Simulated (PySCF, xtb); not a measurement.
chloro(fluoromethyl)silane (CH₄ClFSi), SMILES FC[SiH2]Cl. The values are those of a single conformer.

Harmonic wavenumbers (cm⁻¹) from GFN2-xTB (xtb) at its own minimum, in rising order: 52, 147, 263, 486, 511, 579, 662, 716, 757, 775, 1029, 1205, 1280, 1444, 2280, 2313, 2949, 2963.

Task: What does ωB97X-D3(BJ)/def2-SVP in PySCF give at its own minimum? (The exact figures need the calculation; the answer reports its results.)

Result: 81, 167, 275, 551, 566, 680, 706, 807, 921, 963, 1102, 1251, 1331, 1462, 2277, 2300, 3058, 3123. Paired by order, the mean absolute difference is 69 cm⁻¹ and the zero-point energies are 29.2 and 30.9 kcal/mol.
